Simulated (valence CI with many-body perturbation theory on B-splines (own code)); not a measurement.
Au⁷³⁺: calculated level list

Level of theory: valence CI with perturbative core correlation (CI+MBPT): four valence electrons over a frozen Dirac-Fock core [He], a basis of 11 s, 11 p, 10 d, 8 f, 5 g, 2 h functions for each j, with the one-electron correlation potential Σ1, the two-electron term Σ2, the three-electron term Σ3, Breit, model QED; selected CI, second order for the rest, scaled by the run's own slope (own B-spline code, finite nucleus).

The last digits are not significant, and no measured levels were compared; by estimate large intervals hold to a few tenths of a per cent, small ones and those within an open d or f shell to about a per cent. Among the levels kept, up to 1300 cm⁻¹ of a level comes from second order outside the variational space, and about a tenth of that is noise between levels of different J, which matters for small intervals.

Levels 1 to 45 of 210, with energies above the lowest level, (2s^2 2p1/2^2) J=0. "Leading %" is the weight of the configuration and term that name the level; weights of strongly mixed levels are sums over their largest components and can fall short. In the jj column 3d3/2^4 stands for four electrons in 3d with j = 3/2. Lifetimes count E1, E2, E3, M1 and M2 decay at the calculated energies, and are blank where another channel may lead or the interval is too uncertain; long ones can be off by a factor of two.

```csv
No.,Configuration,Term,J,E (Ry),Leading %,Leading jj,Lifetime,Second component
1,2s²2p²,³P,0,0.0,68,2s^2 2p1/2^2 (100 %),,32 % 2s²2p² ¹S
2,2s²2p²,³P,1,140.8,100,2s^2 2p1/2 2p3/2 (100 %),23.5 ps,
3,2s²2p²,¹D,2,142.2,66,2s^2 2p1/2 2p3/2 (100 %),3.35 ns,34 % 2s²2p² ³P
4,2s2p³,³P°,2,165.6,49,2s 2p1/2^2 2p3/2 (100 %),25.2 ps,25 % 2s2p³ ⁵S°
5,2s2p³,¹P°,1,172.7,31,2s 2p1/2^2 2p3/2 (100 %),41.6 fs,30 % 2s2p³ ³D°
6,2s²2p²,³P,2,285.1,65,2s^2 2p3/2^2 (99 %),5.81 ps,34 % 2s²2p² ¹D
7,2s²2p²,¹S,0,290.2,67,2s^2 2p3/2^2 (99 %),5.31 ps,32 % 2s²2p² ³P
8,2s2p³,⁵S°,2,304.2,50,2s 2p1/2 2p3/2^2 (100 %),176 fs,46 % 2s2p³ ³D°
9,2s2p³,³D°,3,307.5,100,2s 2p1/2 2p3/2^2 (100 %),186 fs,
10,2s2p³,³P°,0,312.8,100,2s 2p1/2 2p3/2^2 (100 %),53.4 fs,
11,2s2p³,³S°,1,314.6,54,2s 2p1/2 2p3/2^2 (100 %),27.0 fs,44 % 2s2p³ ³D°
12,2s2p³,¹D°,2,315.2,74,2s 2p1/2 2p3/2^2 (100 %),27.6 fs,21 % 2s2p³ ³D°
13,2s2p³,³P°,1,315.6,64,2s 2p1/2 2p3/2^2 (100 %),48.5 fs,33 % 2s2p³ ¹P°
14,2p⁴,³P,2,341.4,67,2p1/2^2 2p3/2^2 (99 %),28.7 fs,32 % 2p⁴ ¹D
15,2p⁴,¹S,0,346.7,65,2p1/2^2 2p3/2^2 (99 %),26.3 fs,35 % 2p⁴ ³P
16,2s2p³,³P°,2,453.3,51,2s 2p3/2^3 (100 %),55.8 fs,20 % 2s2p³ ⁵S°
17,2s2p³,¹P°,1,460.3,36,2s 2p3/2^3 (100 %),22.5 fs,26 % 2s2p³ ³D°
18,2p⁴,³P,1,483.7,100,2p1/2 2p3/2^3 (100 %),18.3 fs,
19,2p⁴,¹D,2,485.0,68,2p1/2 2p3/2^3 (100 %),18.8 fs,32 % 2p⁴ ³P
20,2p⁴,³P,0,630.3,65,2p3/2^4 (100 %),13.8 fs,35 % 2p⁴ ¹S
21,2s²2p3s,³P°,0,893.8,100,2s^2 2p1/2 3s (100 %),3.09 fs,
22,2s²2p3s,³P°,1,894.0,67,2s^2 2p1/2 3s (100 %),2.58 fs,33 % 2s²2p3s ¹P°
23,2s²2p3p,³D,1,901.0,74,2s^2 2p1/2 3p1/2 (100 %),196 fs,22 % 2s²2p3p ¹P
24,2s²2p3p,³P,0,905.0,67,2s^2 2p1/2 3p1/2 (99 %),109 fs,32 % 2s²2p3p ¹S
25,2s2p²3s,⁵P,1,916.6,40,2s 2p1/2^2 3s (99 %),3.11 fs,32 % 2s2p²3s ³S
26,2s2p²3s,³P,0,919.7,68,2s 2p1/2^2 3s (99 %),3.31 fs,32 % 2s2p²3s ¹S
27,2s2p²3p,³P°,1,924.5,33,2s 2p1/2^2 3p1/2 (100 %),1.40 fs,20 % 2s2p²3p ⁵D°
28,2s2p²3p,³P°,0,924.6,53,2s 2p1/2^2 3p1/2 (99 %),129 fs,40 % 2s2p²3p ⁵D°
29,2s²2p3p,³D,2,944.4,51,2s^2 2p1/2 3p3/2 (100 %),120 fs,32 % 2s²2p3p ¹D
30,2s²2p3p,³P,1,944.5,49,2s^2 2p1/2 3p3/2 (100 %),155 fs,30 % 2s²2p3p ³S
31,2s²2p3d,³F°,2,949.6,75,2s^2 2p1/2 3d3/2 (100 %),2.85 fs,20 % 2s²2p3d ¹D°
32,2s²2p3d,³D°,1,951.6,50,2s^2 2p1/2 3d3/2 (100 %),340 as,32 % 2s²2p3d ¹P°
33,2s²2p3d,³P°,2,961.4,46,2s^2 2p1/2 3d5/2 (97 %),500 as,34 % 2s²2p3d ³D°
34,2s²2p3d,³F°,3,961.8,45,2s^2 2p1/2 3d5/2 (100 %),501 as,32 % 2s²2p3d ¹F°
35,2s2p²3p,³P°,2,967.5,36,2s 2p1/2^2 3p3/2 (97 %),15.6 fs,18 % 2s2p²3p ⁵P°
36,2s2p²3p,³D°,1,967.9,30,2s 2p1/2^2 3p3/2 (100 %),1.48 fs,22 % 2s2p²3p ¹P°
37,2s2p²3d,³D,1,972.6,48,2s 2p1/2^2 3d3/2 (100 %),3.12 fs,34 % 2s2p²3d ⁵F
38,2s2p²3d,³D,2,973.0,30,2s 2p1/2^2 3d3/2 (99 %),2.66 fs,15 % 2s2p²3d ⁵F
39,2s2p²3d,³D,3,984.1,39,2s 2p1/2^2 3d5/2 (100 %),502 as,16 % 2s2p²3d ⁵D
40,2s2p²3d,³F,2,985.5,26,2s 2p1/2^2 3d5/2 (99 %),511 as,22 % 2s2p²3d ¹D
41,2s²2p3s,³P°,2,1038.7,99,2s^2 2p3/2 3s (99 %),4.03 fs,
42,2s²2p3s,¹P°,1,1039.4,66,2s^2 2p3/2 3s (99 %),2.11 fs,33 % 2s²2p3s ³P°
43,2s²2p3p,³P,1,1047.4,50,2s^2 2p3/2 3p1/2 (97 %),89.6 fs,28 % 2s²2p3p ³S
44,2s²2p3p,³D,2,1047.5,47,2s^2 2p3/2 3p1/2 (98 %),103 fs,33 % 2s²2p3p ¹D
45,2s2p²3s,⁵P,2,1054.9,84,2s 2p1/2 2p3/2 3s (99 %),4.77 fs,8 % 2s2p²3s ³P
```

The ionisation energy to 2s²2p ²P°1/2 of the next ion comes out as 21474 eV (NIST: 21470 ± 90 eV (theoretical)). All 210 levels together are meant to be complete up to 1274.9 Ry.
